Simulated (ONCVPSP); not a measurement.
**Transferability test, ONCV potential for Ba**

Ba (Z = 56), optimised norm-conserving Vanderbilt (ONCV), made with ONCVPSP 4.0.1 (PBE, scalar-relativistic). Core [Kr] 4d10, reference 5s2 5p6 6s2. Waves: 5s+6s: rc 2.45 bohr, ncon 4, nbas 8, qcut 6.5 1/bohr, 2 projectors; 5p: rc 2.15 bohr, ncon 4, nbas 8, qcut 3.1 1/bohr, 2 projectors, debl 1.9 Ha; d scattering state at 0.19 Ha: rc 1.95 bohr, ncon 4, nbas 7, qcut 5.4 1/bohr, 3 projectors, debl 1.3 Ha. Local part: polynomial inside 1.90 bohr (lpopt 5, dvloc0 0 Ha). Core correction: none.

In the d channel the program set the typed energies aside and used 0.050, 1.350, 2.650 Ha.

Energies are relative to the spin-unpolarised reference configuration 5s2 5p6 6s2; without spin polarisation the order of configurations can differ from experiment.

```
valence configuration  charge  ΔE all-electron (eV)  error AE − PS (meV)
          5s2 5p6 6s0      +2                15.344                 -0.8
        5s2 5p6 6s1.5    +0.5                 2.136                 -0.2
      5s2 5p6 6s1 6p1       0                 2.029                 +0.3
```

**Question.** What are ΔE and the potential's error for 5s2 5p6 6s1?

**Answer.** ΔE = 5.362 eV all-electron; the error (AE − PS) is -0.5 meV.

Note: ghosts flagged at negative energy: d at -65.0 eV; GHOST(+) flagged for s at 109.4 eV, d at 597.3 eV. A true bound ghost makes a file unfit for plane-wave use.
